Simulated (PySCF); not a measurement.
CdGeH₅N, SMILES [NH2][Cd][GeH3].

Geometry: B3LYP-D3(BJ)/def2-SVP. The structure was generated by enumeration; whether it is a known compound was not checked. The def2 effective core potentials stand for the cores of Cd; spin–orbit coupling is left out. One conformer was computed; it need not be the lowest.

Two levels are set side by side: PBE/def2-TZVPD (PySCF) and PBE0/def2-TZVPD (PySCF). Same geometry, gas phase. Differences are taken from unrounded values.

```json
[
 {"quantity": "orbital gap (eV)", "PBE": "3.83"},
 {"quantity": "highest occupied level (eV)", "PBE": "-5.36"},
 {"quantity": "lowest empty level (eV)", "PBE": "-1.53"},
 {"quantity": "dipole moment (D)", "PBE": "0.89"},
 {"quantity": "mean polarisability (bohr³)", "PBE": "86.7"}
]
```

**Question.** These are the PBE values. What does PBE0 give? (The exact figures need the calculation; the answer reports its results.)

**Answer.** 
```csv
quantity,PBE0,PBE minus PBE0
orbital gap (eV),5.79,-1.96
highest occupied level (eV),-6.59,1.23
lowest empty level (eV),-0.81,-0.72
dipole moment (D),0.95,-0.06
mean polarisability (bohr³),82.0,4.6
```

PBE's occupied levels lie high since its potential decays too fast outside the molecule; exact exchange lowers them and widens the gap. Loosely held outer electrons make PBE densities more polarisable. Differences between two approximate levels are no errors against the true value.

Rough cost on one machine, each run with all the roots and properties that it gave: PBE0 against PBE within a factor of 2.
